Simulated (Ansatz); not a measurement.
This geometry of C3H11ClSi2 (17 atoms, charge 0, multiplicity 1) is a first-order saddle point.

Method: RKS PBE-D4/STO-3G (Ansatz 0.2.0).

```xyz
17
Properties=species:S:1:pos:R:3
C -0.878 -0.952 -1.475
Si 0.411 -0.578 -0.158
C -0.004 1.000 0.773
Si -1.503 0.858 1.903
C 2.115 -0.459 -1.016
Cl 2.952 1.184 -0.792
H -1.873 -1.101 -1.024
H -0.624 -1.866 -2.036
H -0.959 -0.124 -2.199
H 0.489 -1.700 0.770
H 0.874 1.299 1.371
H -0.169 1.812 0.044
H -1.783 2.131 2.550
H -1.260 -0.145 2.929
H -2.676 0.456 1.141
H 2.831 -1.211 -0.626
H 2.037 -0.604 -2.113
```

Which two structures does it join? (They come from a converged band through this point; their orientation in space is the band's.)

No bond is made or broken. The dihedral C3–Si2–C5–Cl6 goes from -60 to 56°.

Initial state:

```xyz
17
Properties=species:S:1:pos:R:3
C -0.874 -0.874 -1.446
Si 0.445 -0.626 -0.132
C 0.105 0.879 0.941
Si -1.540 0.846 1.855
C 2.128 -0.419 -0.988
Cl 2.149 1.093 -2.070
H -1.873 -0.993 -0.995
H -0.667 -1.773 -2.051
H -0.912 -0.010 -2.130
H 0.556 -1.822 0.696
H 0.922 0.980 1.676
H 0.149 1.779 0.304
H -1.688 2.033 2.684
H -1.614 -0.330 2.709
H -2.645 0.796 0.910
H 2.962 -0.288 -0.269
H 2.377 -1.271 -1.653
```

Final state:

```xyz
17
Properties=species:S:1:pos:R:3
C -0.890 -1.009 -1.447
Si 0.423 -0.566 -0.173
C -0.009 1.011 0.751
Si -1.505 0.871 1.884
C 2.063 -0.330 -1.102
Cl 3.427 0.176 0.054
H -1.869 -1.167 -0.963
H -0.629 -1.935 -1.985
H -1.012 -0.207 -2.194
H 0.599 -1.674 0.757
H 0.871 1.311 1.347
H -0.180 1.821 0.021
H -1.766 2.139 2.549
H -1.275 -0.150 2.895
H -2.684 0.498 1.117
H 2.412 -1.259 -1.597
H 2.007 0.468 -1.872
```

How far does it lie above each of them?

7.0 kJ/mol above the first and 6.0 kJ/mol above the second. This is the barrier of this one path; another mechanism may lie lower. Limits of this set-up: minimal basis.

Time of the run: 85 s on 1 thread of AMD EPYC 9R45 96-Core Processor (Zen 5) (shared host), peak memory 0.15 GiB.
